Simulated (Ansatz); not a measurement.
Task: Name a neutral molecule of C, Si and H with HOMO–LUMO gap (PBE/def2-TZVPP) between 3.90 and 4.20 eV and size of the dipole moment (PBE/def2-TZVPP) between 0.70 and 1.00 D (Ansatz, PBE0-D4/def2-TZVP geometry).

Result: `C=CC(=C)[SiH3]` (4.00 eV, 0.72 D); `C=CC1=C[SiH2]1` (4.07 eV, 0.79 D). Other molecules can fit too; these were computed, each in one conformer that needn't be the lowest.
